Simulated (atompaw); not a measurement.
## Reading a pseudo-wave (magnesium (Mg))

Columns: radius, all-electron u(r) and pseudo u(r) of the 2p shell (level -46.61 eV) of magnesium in the configuration [He] 2s2 2p6 3s2 3p0; PBE, scalar-relativistic, PAW (atompaw) scheme, atompaw 4.2.0.5.

```json
{"r (bohr)": "0.046", "all-electron": "0.0863", "pseudo": "0.0343"}
{"r (bohr)": "0.092", "all-electron": "0.2658", "pseudo": "0.1322"}
{"r (bohr)": "0.138", "all-electron": "0.4667", "pseudo": "0.2802"}
{"r (bohr)": "0.185", "all-electron": "0.6579", "pseudo": "0.4622"}
{"r (bohr)": "0.231", "all-electron": "0.8161", "pseudo": "0.6476"}
{"r (bohr)": "0.277", "all-electron": "0.9413", "pseudo": "0.8190"}
{"r (bohr)": "0.323", "all-electron": "1.0341", "pseudo": "0.9603"}
{"r (bohr)": "0.369", "all-electron": "1.0974", "pseudo": "1.0625"}
{"r (bohr)": "0.415", "all-electron": "1.1347", "pseudo": "1.1242"}
{"r (bohr)": "0.462", "all-electron": "1.1506", "pseudo": "1.1509"}
{"r (bohr)": "0.508", "all-electron": "1.1486", "pseudo": "1.1505"}
{"r (bohr)": "0.554", "all-electron": "1.1331", "pseudo": "1.1336"}
{"r (bohr)": "0.600", "all-electron": "1.1069", "pseudo": "1.1069"}
{"r (bohr)": "0.646", "all-electron": "1.0731", "pseudo": "1.0731"}
{"r (bohr)": "0.692", "all-electron": "1.0336", "pseudo": "1.0336"}
{"r (bohr)": "0.738", "all-electron": "0.9903", "pseudo": "0.9903"}
{"r (bohr)": "0.785", "all-electron": "0.9435", "pseudo": "0.9435"}
{"r (bohr)": "0.831", "all-electron": "0.8964", "pseudo": "0.8964"}
{"r (bohr)": "0.877", "all-electron": "0.8489", "pseudo": "0.8489"}
{"r (bohr)": "0.923", "all-electron": "0.8017", "pseudo": "0.8017"}
{"r (bohr)": "0.969", "all-electron": "0.7552", "pseudo": "0.7552"}
{"r (bohr)": "1.015", "all-electron": "0.7100", "pseudo": "0.7100"}
{"r (bohr)": "1.062", "all-electron": "0.6652", "pseudo": "0.6652"}
{"r (bohr)": "1.108", "all-electron": "0.6232", "pseudo": "0.6232"}
{"r (bohr)": "1.154", "all-electron": "0.5829", "pseudo": "0.5829"}
{"r (bohr)": "1.200", "all-electron": "0.5445", "pseudo": "0.5445"}
```

(1) How many radial nodes do the two functions have?

(2) At about which radius was the pseudo-wave matched?

(3) Is the pseudo-wave norm-conserving?

## Answers

(1) The all-electron 2p function has n − l − 1 = 0; the pseudo-wave has 0.

(2) 0.60 bohr, where the columns begin to agree (steps of 0.05 bohr).

(3) No, it belongs to a PAW set: the norm inside the radius is not constrained, and the difference is carried by the augmentation charge.
